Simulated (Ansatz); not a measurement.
`[OH][Sc]([F])[O][SiH3]` + HBr → `[SiH3]Br` + `[OH][Sc]([OH])[F]`  (ligand exchange at the Si–O bond)

Isolated molecules relaxed with PBE0-D4/def2-TZVP in Ansatz; ΔE leaves out vibrations. CBS: MP2 limit from def2 TZ/QZ plus the TZ coupled-cluster correction, frozen cores. DFT in def2-TZVPP. B3LYP here is the variant with VWN-RPA as its local correlation; programs differ in this. HSE06 is defined as in plane-wave codes. For Br, Sc outer-core shells are correlated without core-valence functions, which leaves a few kJ/mol of doubt a bond. Scalar relativity is left out up to krypton. One conformer a species, not always the lowest.

`[OH][Sc]([F])[O][SiH3]`:

Cartesian coordinates in Å:
```
O 0.799 -1.992 -1.878
Sc 0.838 -1.369 -0.131
F 1.763 -2.301 1.173
O -0.059 0.224 0.356
Si -0.841 1.603 0.727
H 0.773 -2.302 -2.778
H -2.192 1.621 0.102
H -1.004 1.736 2.201
H -0.077 2.780 0.229
```

HBr:

Cartesian coordinates in Å:
```
Br 0.056 0.033 0.707
H -0.056 -0.033 -0.707
```

`[SiH3]Br`:

```xyz
5

Si    0.088    0.075    0.115
Br   -1.109   -0.947   -1.449
H     1.303   -0.730    0.375
H    -0.736    0.180    1.340
H     0.453    1.421   -0.381
```

`[OH][Sc]([OH])[F]`:

Cartesian coordinates in Å:
```
O 0.294 -1.657 -0.118
Sc -0.415 0.062 -0.189
O 0.493 1.544 0.477
F -2.089 0.309 -0.953
H 0.705 -2.513 -0.055
H 1.012 2.256 0.837
```

```tsv
level	ΔE (kJ/mol)	difference from CCSD(T)/CBS
revPBE-D4	12.2	-8.8
B3LYP-D4	22.5	1.5
BHLYP-D4	25.2	4.2
B2PLYP	22.6	1.6
PBE-QIDH	16.8	-4.2
PBE	9.9	-11.1
BLYP	20.2	-0.8
PBE0	11.6	-9.4
r2SCANh	17.6	-3.4
HSE06	11.4	-9.6
BHLYP	24.2	3.2
CAM-B3LYP	24.3	3.3
CCSD/def2-SVP	33.8	12.8
HF/def2-TZVPP	29.0	8.0
SCS-MP2/def2-QZVPP	24.2	3.2
HF/CBS(def2)	31.8	10.8
CCSD(T)/CBS	21.0	0
```

Largest T1 diagnostic among the species: 0.016.

Leaving LDA and LC-ωPBE aside and taking each functional with its dispersion term where it has one, the values, not all of them listed here, spread over 15.4 kJ/mol, from PBE-D4 to B97M-V. LDA lies +3.4 kJ/mol from PBE without D4. In def2-TZVPP, CCSD(T) changes the Hartree–Fock value by −3.2 kJ/mol (the triples alone add −0.7 kJ/mol) and MP2 by −7.5 kJ/mol. From BLYP to BHLYP (50 % exact exchange), in def2-TZVPP and without D4, ΔE moves by +4.0 kJ/mol.

CCSD(T)/CBS has its own doubt, a few kJ/mol and more with outer-core shells, so smaller differences from it don't rank the levels.
